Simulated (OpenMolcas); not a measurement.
## O²⁺: effect of the basis set

```yaml
Program: OpenMolcas
Method: "MS-CASPT2, IPEA 0.25 Eh, imaginary shift 0.1 Eh (closed shells correlated: 1s)"
Active_space: 4 electrons in 8 orbitals (2s 2p 3s 3p)
State_averaging: 2S+1 = 3 even, 3 roots; 2S+1 = 1 even, 11 roots; 2S+1 = 5 odd, 1 root; 2S+1 = 3 odd, 9 roots; 2S+1 = 1 odd, 8 roots
Spin-orbit_coupling: RASSI with atomic mean-field integrals over the reference wave functions, term energies averaged over their components
```

A. ANO-RCC-VTZP [4s3p2d1f], DKH2, point nucleus; CASPT2 step roughly 7 core-seconds
B. ANO-RCC-VQZP [5s4p3d2f1g], DKH2, point nucleus; CASPT2 step about 16 core-seconds
C. ANO-RCC [8s7p4d3f2g], DKH2, point nucleus; CASPT2 step roughly 17 core-seconds

Energies in cm-1 above 2s2 2p2 3P0, the measured ground level; measured values from Moore, Selected Tables of Atomic Spectra, NSRDS-NBS 3, section 11.

```
       Level       A       B       C  Measured
 2s2 2p2 3P0     0.0     0.0     0.0       0.0
 2s2 2p2 3P1     109     107     108       113
 2s2 2p2 3P2     323     317     319          
 2s2 2p2 1D2   20900   20650   20500     20273
 2s2 2p2 1S0   43380   42960   42770     43186
2s 2p3 5S* 2   58370   58470   58960     60325
2s 2p3 3D* 1  119160  118650  118720          
2s 2p3 3D* 2  119160  118650  118730          
2s 2p3 3D* 3  119170  118660  118730          
2s 2p3 3P* 0  142590  141980  141940          
2s 2p3 3P* 1  142600  141990  141940          
2s 2p3 3P* 2  142620  142000  141950          
2s 2p3 1D* 2  189440  188340  187970    187054
2s 2p3 3S* 1  198350  197450  197060    197088
2s 2p3 1P* 1  212160  210980  210550    210462
```

Deviations, from unrounded energies. A percentage is the sum of absolute deviations over the sum of measured energies, with the sign that they share, or ± where signs differ.

```csv
Against measurement,Levels,A,B,C
mean absolute deviation (cm-1),7,1200,660,430
fine structure of the ground term (%),1,-3.4,-5.1,-4.6
other terms of the ground configuration (%),2,+1.3,±0.9,±1.0
other configurations (%),4,±1.1,±0.6,±0.4
```

C lies closest to measurement on these levels and A furthest from it. The largest miss of C in the table is 2s 2p3 5S* 2, by -1400 cm-1. The ranking rests on the paired levels alone, and a cruder setting can come out closer through cancelling errors.

Among A to C the level of the table that moves most is 2s 2p3 1P* 1, by 1600 cm-1 (lowest in C, highest in A). Moves below CASPT2's spread within the term are not significant.

CASPT2 breaks the degeneracy within a term, and the mean is taken; among the terms shown or strongly mixed into the levels shown the widest spread is 92 cm-1 (2s 2p3 1D*, A). Active for correlation alone: 3p 3s; no level in the range computed is led by a configuration that fills them, so any true level of that kind is missing. Computed and measured levels are paired by configuration, term and J; levels that our copy of the source lacks, or whose pairing is in doubt (as where it misses far off the trend of its configuration), stay unpaired and out of the deviations. Only configurations of the active space appear. Levels that lie high or do not pair safely by name in every column are left out.

* marks odd parity.
